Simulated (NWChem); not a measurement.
GeH$_{4}$; SMILES [GeH4]

All runs: NWChem. Pople sets run with spherical d functions. Geometry: optimised at PBE0/def2-SVP. Static field.

Task: Among these, which level gives the lowest value of “isotropic polarisability (bohr³)”?
A) PBE/aug-cc-pVDZ
B) PBE/def2-TZVP
C) PBE/def2-SVPD
D) PBE/6-31G*

Result: D, PBE/6-31G*. Values: PBE/6-31G* 26.8; PBE/def2-TZVP 34.4; PBE/def2-SVPD 36.3; PBE/aug-cc-pVDZ 36.7
